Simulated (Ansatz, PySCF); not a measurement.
Gas-phase reaction (SMILES): CC(C)(F)[SiH3] [2-fluoropropan-2-ylsilane] + 4 [H][H] (H2) → 3 C (CH4) + F (HF) + [SiH4] (SiH4); energy of full hydrogenation.

Structures are relaxed separately at B3LYP-D3(BJ)/def2-TZVP in Ansatz (a program for electronic structure). Valence correlation only, unless marked. No spin-orbit coupling. No relativistic terms. Basis-set limits of correlation are two-point, X^-3; Hartree-Fock from the larger set. Thermal terms are rigid-rotor harmonic-oscillator values from B3LYP-D3(BJ) frequencies (Ansatz or PySCF) at 298.15 K and 1 atm. 1 Eh = 627.5095 kcal/mol.

```json
[
 {"species": "CC(C)(F)[SiH3]", "E, CCSD(T)/CBS(cc-pV(T+d)Z,cc-pV(Q+d)Z) (Ansatz) (Eh)": "-508.42271", "E, wB97M-V/def2-TZVPD (Ansatz) (Eh)": "-509.03679", "H - E (Eh)": "0.11807"},
 {"species": "[H][H] (H2)", "E, CCSD(T)/CBS(cc-pV(T+d)Z,cc-pV(Q+d)Z) (Ansatz) (Eh)": "-1.17450", "E, wB97M-V/def2-TZVPD (Ansatz) (Eh)": "-1.16077", "H - E (Eh)": "0.01336"},
 {"species": "C (CH4)", "E, CCSD(T)/CBS(cc-pV(T+d)Z,cc-pV(Q+d)Z) (Ansatz) (Eh)": "-40.45816", "E, wB97M-V/def2-TZVPD (Ansatz) (Eh)": "-40.49098", "H - E (Eh)": "0.04840"},
 {"species": "F (HF)", "E, CCSD(T)/CBS(cc-pV(T+d)Z,cc-pV(Q+d)Z) (Ansatz) (Eh)": "-100.39146", "E, wB97M-V/def2-TZVPD (Ansatz) (Eh)": "-100.46200", "H - E (Eh)": "0.01259"},
 {"species": "[SiH4] (SiH4)", "E, CCSD(T)/CBS(cc-pV(T+d)Z,cc-pV(Q+d)Z) (Ansatz) (Eh)": "-291.45815", "E, wB97M-V/def2-TZVPD (Ansatz) (Eh)": "-291.84546", "H - E (Eh)": "0.03520"}
]
```

Problem. Work out ΔE and ΔH at 298.15 K at the first level, then ΔH at the second.

Solution. 
1. ΔE = [3×(-40.45816) + (-100.39146) + (-291.45815)] - [(-508.42271) + 4×(-1.17450)] = -0.10338 Eh = -64.9 kcal/mol at CCSD(T)/CBS(cc-pV(T+d)Z,cc-pV(Q+d)Z).
2. The terms H - E add up to 0.02148 Eh, so ΔH = (-0.10338 + (0.02148))×627.5095 = -51.4 kcal/mol.
3. At wB97M-V/def2-TZVPD the same steps give ΔE = -63.1 and ΔH = -49.6 kcal/mol, a shift of +1.8 from the first level.
4. These values are not checked against measurement here, since the tables used lack a sound gas-phase enthalpy of formation for at least one species.
